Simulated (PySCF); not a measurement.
A structure optimised at PBE-D3(BJ)/def2-SVP, used in a PySCF frequency run:

```xyz
9

F      1.0291    -1.8293     0.0000
C     -0.2345    -1.3810     0.0000
C     -0.5188    -0.0622     0.0000
F     -1.8350     0.2866     0.0000
Si     0.6977     1.3858     0.0000
H     -1.0015    -2.1744     0.0000
H      2.1018     0.8620     0.0000
H      0.4520     2.2268     1.2209
H      0.4520     2.2268    -1.2209
```

Write its SMILES, formula and point group.

F/C=C(/F)[SiH3], C2H4F2Si, Cs

What are its rotational constants (standard atomic weights)?

4.6331, 3.1254, 1.9087 GHz
